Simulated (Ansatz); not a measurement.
A short molecular-dynamics run on Al₁₁N₁₁H₂₈, a nanocrystal cut from wurtzite AlN (hydrogen-capped).

```yaml
crystal:
  periodic: [false, false, false]
  atoms:
    - {symbol: Al, position_ang: [0.317374, -3.507314, 0.013066]}
    - {symbol: N, position_ang: [0.257744, -3.408340, 2.002700]}
    - {symbol: Al, position_ang: [0.315269, -1.748025, -2.400033]}
    - {symbol: N, position_ang: [-1.228801, -0.708844, -3.027073]}
    - {symbol: N, position_ang: [0.318594, -1.626004, -0.526193]}
    - {symbol: Al, position_ang: [-1.264067, -0.730347, 0.101155]}
    - {symbol: Al, position_ang: [0.332903, -1.622321, 2.787581]}
    - {symbol: N, position_ang: [-1.175939, -0.679983, 2.045918]}
    - {symbol: Al, position_ang: [-1.357723, 1.147520, -2.398858]}
    - {symbol: N, position_ang: [-1.249638, 1.088458, -0.525100]}
    - {symbol: Al, position_ang: [-2.879978, 2.026634, 0.015260]}
    - {symbol: Al, position_ang: [-1.237906, 1.097432, 2.788694]}
    - {symbol: N, position_ang: [-2.822419, 1.925969, 2.004884]}
    - {symbol: N, position_ang: [1.847017, -0.684460, -3.047477]}
    - {symbol: Al, position_ang: [1.911109, -0.784365, 0.107322]}
    - {symbol: N, position_ang: [1.830472, -0.708306, 2.026400]}
    - {symbol: Al, position_ang: [2.008393, 1.161355, -2.408347]}
    - {symbol: N, position_ang: [0.328436, 1.943766, -3.046450]}
    - {symbol: N, position_ang: [1.812229, 1.047148, -0.534961]}
    - {symbol: Al, position_ang: [0.275225, 2.047252, 0.108491]}
    - {symbol: Al, position_ang: [1.983326, 1.144444, 2.680309]}
    - {symbol: N, position_ang: [0.301897, 1.938226, 2.027490]}
    - {symbol: H, position_ang: [-1.052834, -4.228105, -0.432544]}
    - {symbol: H, position_ang: [1.753648, -4.162736, -0.319494]}
    - {symbol: H, position_ang: [-0.593826, -3.888584, 2.334085]}
    - {symbol: H, position_ang: [1.028124, -3.983720, 2.378106]}
    - {symbol: H, position_ang: [0.346818, -3.182383, -3.104409]}
    - {symbol: H, position_ang: [-2.058673, -1.188483, -2.626283]}
    - {symbol: H, position_ang: [-1.363973, -0.786495, -4.047252]}
    - {symbol: H, position_ang: [-2.595795, -1.499779, -0.390558]}
    - {symbol: H, position_ang: [0.328264, -1.759936, 4.381384]}
    - {symbol: H, position_ang: [-2.022795, -1.169227, 2.385581]}
    - {symbol: H, position_ang: [-2.585060, 1.891358, -3.102335]}
    - {symbol: H, position_ang: [-4.188813, 1.198858, -0.428986]}
    - {symbol: H, position_ang: [-2.731375, 3.598231, -0.317928]}
    - {symbol: H, position_ang: [-1.359008, 1.160909, 4.382581]}
    - {symbol: H, position_ang: [-3.664198, 1.429342, 2.337138]}
    - {symbol: H, position_ang: [-2.934467, 2.881014, 2.380135]}
    - {symbol: H, position_ang: [1.938075, -0.755890, -4.073217]}
    - {symbol: H, position_ang: [2.681873, -1.185768, -2.687451]}
    - {symbol: H, position_ang: [3.272106, -1.445420, -0.457895]}
    - {symbol: H, position_ang: [2.691460, -1.155855, 2.387498]}
    - {symbol: H, position_ang: [3.281698, 1.897379, -3.027847]}
    - {symbol: H, position_ang: [0.311742, 2.058886, -4.072124]}
    - {symbol: H, position_ang: [0.311207, 2.917216, -2.685886]}
    - {symbol: H, position_ang: [2.627084, 1.517713, -0.090321]}
    - {symbol: H, position_ang: [0.381968, 3.556881, -0.455809]}
    - {symbol: H, position_ang: [2.018842, 1.164241, 4.286972]}
    - {symbol: H, position_ang: [3.209791, 1.853031, 1.882928]}
    - {symbol: H, position_ang: [0.344612, 2.907441, 2.389133]}
basis:
  gaussian: {orbitals: "6-31G*", fitting: {mean_field: def2-universal-jkfit}}
hamiltonian: {xc: {name: PBE}, dispersion: d3bj}
md: {timestep: 0.5 fs, n_steps: 15, ensemble: nvt_nose_hoover, temperature: 1000, initial_velocities: maxwell_boltzmann, seed: 208}
scf: {omitted_lower_state_checks: [starts]}
```

```sh
$ ansatz run in.yaml --threads 2 --pin off --events-out ev --progress --plain --max-ram 32768MiB --backend cuda --devices 0, --max-vram 18GiB
```

| step | time (fs) | potential energy (eV) | kinetic (eV) | T (K) | conserved (eV) |
| --- | --- | --- | --- | --- | --- |
| 0 | 0.0 | -89377.5117 | 6.2045 | 1000 | -89371.3072 |
| 1 | 0.5 | -89377.4186 | 6.1126 | 985 | -89371.3060 |
| 2 | 1.0 | -89377.1569 | 5.8559 | 944 | -89371.3011 |
| 3 | 1.5 | -89376.8044 | 5.5101 | 888 | -89371.2943 |
| 4 | 2.0 | -89376.4649 | 5.1758 | 834 | -89371.2892 |
| 5 | 2.5 | -89376.2167 | 4.9284 | 794 | -89371.2884 |
| 6 | 3.0 | -89376.0730 | 4.7819 | 771 | -89371.2915 |
| 7 | 3.5 | -89375.9893 | 4.6943 | 757 | -89371.2955 |
| 8 | 4.0 | -89375.9034 | 4.6061 | 742 | -89371.2981 |
| 9 | 4.5 | -89375.7712 | 4.4734 | 721 | -89371.2989 |
| 10 | 5.0 | -89375.5771 | 4.2802 | 690 | -89371.2982 |
| 11 | 5.5 | -89375.3284 | 4.0334 | 650 | -89371.2967 |
| 12 | 6.0 | -89375.0485 | 3.7562 | 605 | -89371.2945 |
| 13 | 6.5 | -89374.7731 | 3.4840 | 562 | -89371.2918 |
| 14 | 7.0 | -89374.5462 | 3.2603 | 525 | -89371.2890 |
| 15 | 7.5 | -89374.4100 | 3.1262 | 504 | -89371.2876 |

Velocities are drawn at the set temperature; a run this short doesn't reach equilibrium.

The 6-31G sets use Cartesian d functions.

Frames (Å, forces in eV/Å):

```xyz
50
time=0.0 fs
Al    0.317   -3.507    0.013    0.002    0.012   -0.004
N     0.258   -3.408    2.003   -0.018   -0.170    0.096
Al    0.315   -1.748   -2.400    0.005    0.019    0.004
N    -1.229   -0.709   -3.027   -0.154   -0.089   -0.047
N     0.319   -1.626   -0.526   -0.005   -0.011    0.011
Al   -1.264   -0.730    0.101    0.020    0.011   -0.005
Al    0.333   -1.622    2.788    0.015    0.032   -0.007
N    -1.176   -0.680    2.046   -0.080   -0.046    0.035
Al   -1.358    1.148   -2.399    0.019   -0.005    0.003
N    -1.250    1.088   -0.525   -0.012    0.001    0.011
Al   -2.880    2.027    0.015    0.011   -0.004   -0.004
Al   -1.238    1.097    2.789    0.035   -0.005   -0.007
N    -2.822    1.926    2.005   -0.156    0.070    0.096
N     1.847   -0.684   -3.047    0.152   -0.094   -0.061
Al    1.911   -0.784    0.107   -0.041   -0.006   -0.019
N     1.830   -0.708    2.026    0.088   -0.023    0.050
Al    2.008    1.161   -2.408   -0.032   -0.019   -0.010
N     0.328    1.944   -3.046   -0.005    0.179   -0.061
N     1.812    1.047   -0.535    0.087    0.051    0.068
Al    0.275    2.047    0.108   -0.025   -0.033   -0.020
Al    1.983    1.144    2.680   -0.028   -0.017   -0.005
N     0.302    1.938    2.027    0.024    0.088    0.050
H    -1.053   -4.228   -0.433   -0.011    0.001    0.001
H     1.754   -4.163   -0.319    0.006    0.000    0.001
H    -0.594   -3.889    2.334    0.025    0.057   -0.054
H     1.028   -3.984    2.378   -0.012    0.068   -0.052
H     0.347   -3.182   -3.104    0.002   -0.022   -0.012
H    -2.059   -1.188   -2.626    0.073    0.042   -0.011
H    -1.364   -0.786   -4.047    0.048    0.028    0.042
H    -2.596   -1.500   -0.391    0.001    0.001    0.004
H     0.328   -1.760    4.381   -0.001   -0.004    0.022
H    -2.023   -1.169    2.386    0.033    0.019   -0.022
H    -2.585    1.891   -3.102   -0.018    0.012   -0.012
H    -4.189    1.199   -0.429   -0.004   -0.010    0.001
H    -2.731    3.598   -0.318    0.003    0.005    0.002
H    -1.359    1.161    4.383   -0.004    0.001    0.022
H    -3.664    1.429    2.337    0.062   -0.007   -0.054
H    -2.934    2.881    2.380    0.053   -0.044   -0.052
H     1.938   -0.756   -4.073   -0.050    0.031    0.047
H     2.682   -1.186   -2.687   -0.075    0.045    0.000
H     3.272   -1.445   -0.458    0.011   -0.007    0.001
H     2.691   -1.156    2.387   -0.036    0.010   -0.021
H     3.282    1.897   -3.028    0.037    0.021   -0.011
H     0.312    2.059   -4.072    0.002   -0.059    0.047
H     0.311    2.917   -2.686    0.002   -0.087   -0.001
H     2.627    1.518   -0.090   -0.056   -0.032   -0.055
H     0.382    3.557   -0.456   -0.001    0.013    0.001
H     2.019    1.164    4.287    0.005    0.003    0.007
H     3.210    1.853    1.883    0.012    0.007    0.005
H     0.345    2.907    2.389   -0.009   -0.036   -0.021
50
time=2.5 fs
Al    0.346   -3.518    0.021    0.043    0.229   -0.253
N     0.266   -3.416    2.005   -2.617    1.963   -0.618
Al    0.323   -1.746   -2.413    0.022   -0.514   -0.277
N    -1.219   -0.715   -3.055    0.021    0.508   -2.718
N     0.325   -1.613   -0.539   -0.444   -0.363    0.134
Al   -1.262   -0.728    0.118   -0.245   -0.143   -0.172
Al    0.314   -1.642    2.809    0.549    0.175    0.201
N    -1.178   -0.668    2.058   -1.416   -1.281    0.976
Al   -1.388    1.155   -2.395    0.416    0.136   -0.084
N    -1.252    1.075   -0.538    0.125    0.133    0.469
Al   -2.888    2.045    0.009   -0.353   -1.250   -0.012
Al   -1.229    1.092    2.774   -0.302    0.470    0.478
N    -2.831    1.951    1.975    2.466    2.459    0.016
N     1.884   -0.677   -3.026   -2.475    1.065    0.742
Al    1.892   -0.772    0.103   -0.472   -0.042    0.445
N     1.818   -0.722    2.041    0.689    0.127   -0.082
Al    1.995    1.173   -2.410   -1.192   -0.920    0.054
N     0.292    1.942   -3.055    0.367   -0.532    0.206
N     1.838    1.029   -0.539    1.183    1.148    0.441
Al    0.301    2.043    0.097   -0.302   -0.116    0.460
Al    1.998    1.134    2.681    0.347    0.500    0.047
N     0.300    1.931    2.071    0.410   -0.905   -1.296
H    -0.985   -4.293   -0.404   -0.133   -0.027   -0.130
H     1.817   -4.166   -0.314   -0.284    0.158    0.166
H    -0.580   -3.822    2.437   -0.091   -0.087   -0.417
H     0.949   -4.059    2.216    2.725   -1.965    1.169
H     0.378   -3.244   -3.157   -0.013    0.720    0.358
H    -2.057   -1.096   -2.652   -1.018   -0.829    0.779
H    -1.449   -0.851   -4.126    0.789    0.430    2.146
H    -2.642   -1.449   -0.328    0.094   -0.051   -0.056
H     0.250   -1.781    4.423   -0.012   -0.002   -0.263
H    -2.050   -1.157    2.520    1.561    0.887   -1.123
H    -2.552    2.018   -3.049   -0.185   -0.138   -0.106
H    -4.272    1.334   -0.501    0.301   -0.130    0.155
H    -2.806    3.511   -0.345    0.278    1.489   -0.310
H    -1.375    1.137    4.390   -0.051   -0.004   -0.236
H    -3.571    1.422    2.299   -2.603   -1.695    0.996
H    -2.968    2.904    2.433    0.219   -1.140   -0.724
H     1.955   -0.797   -4.005    0.227   -0.084   -1.876
H     2.625   -1.186   -2.640    2.131   -1.242    1.002
H     3.163   -1.450   -0.475    0.776   -0.334   -0.195
H     2.736   -1.132    2.337   -0.572   -0.012   -0.016
H     3.178    1.854   -3.045    1.145    0.755   -0.487
H     0.180    1.962   -4.088    0.343    0.525    0.436
H     0.403    2.895   -2.656   -0.478    0.110   -0.608
H     2.742    1.493   -0.154   -1.427   -0.569   -0.329
H     0.346    3.555   -0.475    0.092   -0.046    0.022
H     2.014    1.190    4.309    0.064   -0.076   -0.239
H     3.267    2.012    1.906   -0.646   -0.612    0.293
H     0.401    2.876    2.403   -0.053    1.122    0.432
50
time=5.0 fs
Al    0.374   -3.528    0.028   -0.073    0.431   -0.428
N     0.266   -3.418    2.005    0.789   -1.389    0.332
Al    0.330   -1.745   -2.427    0.051   -0.569   -0.320
N    -1.210   -0.719   -3.092   -1.603    0.263   -0.446
N     0.329   -1.602   -0.551   -0.832   -0.652    0.236
Al   -1.260   -0.726    0.134   -0.419   -0.249   -0.282
Al    0.296   -1.662    2.832    1.005    0.429    0.189
N    -1.185   -0.661    2.074   -0.214   -1.022    0.561
Al   -1.417    1.162   -2.392    0.585    0.290   -0.196
N    -1.254    1.063   -0.549    0.207    0.255    0.842
Al   -2.896    2.060    0.003   -0.548   -1.325   -0.255
Al   -1.220    1.089    2.761   -0.615    0.847    0.802
N    -2.831    1.984    1.945   -0.322   -1.416    1.251
N     1.913   -0.666   -3.002   -0.360   -1.141   -0.178
Al    1.872   -0.759    0.100   -0.457   -0.339    0.704
N     1.809   -0.734    2.055    0.558    0.478   -0.421
Al    1.980    1.184   -2.412   -1.301   -1.230   -0.289
N     0.256    1.939   -3.063    0.712   -0.828    0.717
N     1.869    1.015   -0.542    0.317    1.144   -0.048
Al    0.326    2.038    0.086   -0.583   -0.105    0.781
Al    2.013    1.125    2.681    0.354    0.840    0.220
N     0.300    1.921    2.110    1.028    0.540   -1.549
H    -0.926   -4.360   -0.383   -0.143   -0.003   -0.197
H     1.865   -4.160   -0.299   -0.381    0.211    0.230
H    -0.571   -3.763    2.515    0.050   -0.420   -0.660
H     0.990   -4.214    2.114   -0.901    1.609    0.583
H     0.409   -3.265   -3.189   -0.039    0.944    0.484
H    -2.100   -1.046   -2.639    0.584   -0.377    0.192
H    -1.490   -0.891   -4.094    0.699    0.340    0.619
H    -2.682   -1.401   -0.268    0.165   -0.102   -0.106
H     0.171   -1.802    4.450    0.000   -0.018   -0.386
H    -1.996   -1.099    2.593    0.423    0.235   -0.845
H    -2.530    2.136   -3.002   -0.196   -0.354   -0.115
H    -4.337    1.460   -0.565    0.524   -0.284    0.269
H    -2.865    3.506   -0.389    0.415    1.731   -0.349
H    -1.395    1.113    4.383   -0.092    0.003   -0.325
H    -3.596    1.341    2.303    0.557    0.801   -0.448
H    -2.990    2.871    2.448   -0.008   -0.005   -0.259
H     1.983   -0.841   -4.024    0.258    0.221    0.348
H     2.667   -1.241   -2.548   -0.200    0.514   -0.372
H     3.098   -1.474   -0.503    1.005   -0.408   -0.186
H     2.750   -1.111    2.287   -0.380   -0.308    0.208
H     3.138    1.853   -3.090    1.217    0.896   -0.480
H     0.069    1.894   -4.082    0.642    0.848    0.265
H     0.467    2.878   -2.662   -0.889    0.163   -0.955
H     2.781    1.439   -0.234   -0.686   -0.041    0.228
H     0.316    3.551   -0.494    0.184   -0.106    0.044
H     2.012    1.211    4.317    0.112   -0.155   -0.313
H     3.288    2.136    1.945   -0.874   -0.975    0.316
H     0.454    2.896    2.437   -0.325   -0.213   -0.015
50
time=7.5 fs
Al    0.402   -3.538    0.034   -0.411    0.586   -0.516
N     0.267   -3.424    2.006    1.500   -2.067    0.279
Al    0.338   -1.745   -2.442    0.066   -0.171   -0.157
N    -1.207   -0.722   -3.131   -1.464    0.826    3.762
N     0.329   -1.594   -0.562   -1.108   -0.854    0.310
Al   -1.259   -0.725    0.150   -0.522   -0.318   -0.313
Al    0.280   -1.680    2.854    1.283    0.681   -0.104
N    -1.192   -0.657    2.092    2.401    0.045   -1.170
Al   -1.445    1.170   -2.389    0.603    0.400   -0.314
N    -1.255    1.051   -0.557    0.239    0.373    1.074
Al   -2.906    2.073   -0.003   -0.491    0.127   -0.818
Al   -1.213    1.086    2.750   -0.806    1.120    0.855
N    -2.831    2.012    1.921   -0.874   -3.770    1.168
N     1.939   -0.659   -2.978    0.543   -2.292   -0.775
Al    1.851   -0.748    0.099    0.184   -0.970    0.620
N     1.802   -0.745    2.068    0.077    0.776   -0.712
Al    1.962    1.191   -2.415   -0.300   -0.792   -1.127
N     0.224    1.932   -3.068    1.011   -0.939    1.139
N     1.900    1.005   -0.544   -1.737    0.553   -0.708
Al    0.349    2.033    0.077   -0.814   -0.053    1.002
Al    2.029    1.118    2.683    0.142    0.952    0.342
N     0.305    1.914    2.142    1.458    1.385   -1.756
H    -0.874   -4.427   -0.373   -0.048    0.100   -0.200
H     1.891   -4.142   -0.271   -0.242    0.155    0.209
H    -0.559   -3.728    2.555   -0.016   -0.712   -0.732
H     0.996   -4.289    2.051   -1.613    2.496    0.811
H     0.437   -3.232   -3.193   -0.054    0.679    0.369
H    -2.114   -1.020   -2.614    1.438   -0.207   -0.331
H    -1.496   -0.916   -4.039   -0.343   -0.328   -2.893
H    -2.713   -1.360   -0.215    0.193   -0.155   -0.159
H     0.092   -1.825    4.455    0.027   -0.053   -0.280
H    -1.926   -1.032    2.625   -2.189   -1.157    0.742
H    -2.519    2.233   -2.961   -0.144   -0.568   -0.089
H    -4.372    1.570   -0.612    0.575   -0.442    0.314
H    -2.899    3.597   -0.452    0.474    0.405    0.056
H    -1.419    1.089    4.358   -0.134    0.022   -0.204
H    -3.602    1.297    2.287    1.460    1.714   -0.901
H    -3.013    2.839    2.450   -0.266    1.274    0.449
H     2.027   -0.872   -4.030    0.208    0.494    1.533
H     2.706   -1.272   -2.473   -1.211    1.379   -1.023
H     3.089   -1.520   -0.540    0.522   -0.075    0.132
H     2.743   -1.108    2.249    0.125   -0.609    0.408
H     3.165    1.901   -3.159    0.173    0.340    0.157
H    -0.005    1.876   -4.062    0.670    0.711   -0.422
H     0.479    2.872   -2.722   -0.978    0.428   -0.735
H     2.788    1.386   -0.299    1.296    0.911    0.938
H     0.297    3.540   -0.509    0.255   -0.120    0.062
H     2.017    1.223    4.308    0.136   -0.219   -0.173
H     3.258    2.202    2.002   -0.772   -1.072    0.170
H     0.487    2.907    2.472   -0.519   -0.991   -0.290
```

It took 100 s on 2 threads of AMD EPYC 7R13 on a shared host and a share (18 GiB) of an NVIDIA H100 80GB HBM3.
